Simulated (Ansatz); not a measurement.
FHPb (SMILES [F][PbH]) moved off its minimum; all values from Ansatz (a quantum-chemistry and plane-wave program), cores frozen in correlated methods. Elements past Kr take the def2 small-core potentials, without spin–orbit coupling.
(charge 0, multiplicity 1)
```xyz
3

Pb    -0.12907    -0.17309     0.20634
H     -1.07488    -1.30140    -1.18682
F      0.65621     0.95249    -1.25333
```

Task: Give the forces (eV/Å), the total energy and the dipole at CCSD(T)/def2-TZVPPD.

Result: 
| atom | Fx | Fy | Fz |
|---|---|---|---|
| Pb1 | -0.999 | -1.297 | -0.022 |
| H2 | 0.440 | 0.511 | 0.836 |
| F3 | 0.559 | 0.785 | -0.814 |
Energy -292.2659 hartree, dipole 3.78 D.
